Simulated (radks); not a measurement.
Effect of the nuclear size on neutral iron, [Ar] 3d6 4s2. Method: Dirac Kohn-Sham, exchange-only LDA, spin-unpolarised, spherical densities, finite nucleus; open shells are shared between the two j in proportion to 2j + 1; Fermi nuclear charge, rms radius 3.7377 fm; computed with a radial shooting solver on a logarithmic mesh with Libxc functionals. The rms radius is varied about that value; shifts are against it.

| rms radius (fm) | total energy shift (eV) | density at nucleus (e/bohr^3) | 1s1/2 shift (meV) | 2s1/2 shift (meV) | 2p1/2 shift (meV) | 3s1/2 shift (meV) |
|---|---|---|---|---|---|---|
| 3.05 | -0.0369 | 1.514e+04 | -15.7 | -1.41 | 0.150 | -0.198 |
| 3.5284 | -0.0120 | 1.505e+04 | -5.09 | -0.457 | 0.049 | -0.064 |
| 3.7377 | 0 | 1.501e+04 | 0.000 | 0.000 | 0.000 | 0.000 |
| 3.9022 | 0.00989 | 1.498e+04 | 4.20 | 0.377 | -0.040 | 0.053 |
| 4.4778 | 0.0477 | 1.49e+04 | 20.2 | 1.82 | -0.194 | 0.256 |

Slopes of the eigenvalues against <r^2> in GHz/fm^2, as finite differences over the two radii next to the reference (eigenvalue slopes, not the field-shift constants of lines): 1s1/2 808, 2s1/2 72.6, 2p1/2 -7.76, 3s1/2 10.2.
